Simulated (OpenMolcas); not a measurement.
## O2+: effect of the level shift or regulariser

- Program: OpenMolcas 26.06
- Basis: ANO-RCC-VQZP [5s4p3d2f1g]
- Scalar Hamiltonian: DKH2, point nucleus
- Active space: 2 electrons in 9 orbitals (RAS2 2p; RAS3 3s 3d, at most 1 electron)
- State averaging: 2S+1 = 3 even, 3 roots; 2S+1 = 1 even, 6 roots; 2S+1 = 3 odd, 3 roots; 2S+1 = 1 odd, 3 roots
- Spin-orbit coupling: state interaction with AMFI integrals over the reference wave functions, term energies averaged over their components

Methods on the same reference wave functions:
A. RASSCF
B. SS-RASPT2, IPEA 0.25 Eh, imaginary shift 0.1 Eh (closed shells correlated: 1s 2s)
C. SS-RASPT2, IPEA 0.25 Eh, imaginary shift 0.3 Eh (closed shells correlated: 1s 2s)

Energies in cm⁻¹ above 2s² 2p² ³P₀, the measured ground level; measured values from Moore, Selected Tables of Atomic Spectra, NSRDS-NBS 3, section 11.

| Level | A | B | C | Measured |
| --- | --- | --- | --- | --- |
| 2s² 2p² ³P₀ | 0.0 | 0.0 | 0.0 | 0.0 |
| 2s² 2p² ³P₁ | 111 | 111 | 111 | 113 |
| 2s² 2p² ³P₂ | 328 | 328 | 328 |  |
| 2s² 2p² ¹D₂ | 22850 | 20540 | 20540 | 20273 |
| 2s² 2p² ¹S₀ | 56328 | 48920 | 48920 | 43186 |
| 2s² 2p 3s ³P°₀ | 269699 | 270050 | 270080 | 267259 |
| 2s² 2p 3s ³P°₁ | 269819 | 270170 | 270200 | 267377 |
| 2s² 2p 3s ³P°₂ | 270080 | 270430 | 270460 | 267634 |
| 2s² 2p 3s ¹P°₁ | 274636 | 274910 | 274950 | 273081 |

Deviations, from unrounded energies. A percentage is the sum of absolute deviations over the sum of measured energies, with the sign that they share, or ± where signs differ.

```tsv
Against measurement	Levels	A	B	C
mean absolute deviation (cm-1)	7	3500	2300	2300
fine structure of the ground term (%)	1	-2.1	-1.9	-1.9
other terms of the ground configuration (%)	2	+24.8	+9.5	+9.5
other configurations (%)	4	+0.8	+1.0	+1.0
```

B, C lie about equally close to measurement and A furthest from it. The largest miss of B in the table is 2s² 2p² ¹S₀, by +5700 cm-1. The ranking rests on the paired levels alone, and a cruder setting can come out closer through cancelling errors.

Between B and C the level of the table that moves most is 2s² 2p 3s ¹P°₁, by 45 cm-1 (lowest in B, highest in C). Moves below CASPT2's spread within the term are not significant.

The mean deviations of B to C differ by less than CASPT2's widest spread within a term (87 cm-1), so their order carries little weight.

From A to B the spin-free energies of the other terms of 2s² 2p² shown, above ³P, scale by factors of 0.87 to 0.90.

The lowest spin-free term lies below A's lowest term by 0.098 hartree in B, 0.098 hartree in C.

CASPT2 does not keep the components of a term degenerate, so their means are used; among the terms shown or strongly mixed into the levels shown the widest spread is 87 cm-1 (2s² 2p² ¹D, C). ANO sets are built for valence states and can reach diffuse excited orbitals poorly. With the s shell closed, the reference lacks s² → p² mixing. Measured partners are found by configuration, term and J. A level has none where our copy of the source lacks it or the pairing is in doubt (some pairs that miss far off the trend of their configuration count as doubtful), and it then counts in no deviation. Levels of configurations outside the active space are missing.

° marks odd parity.
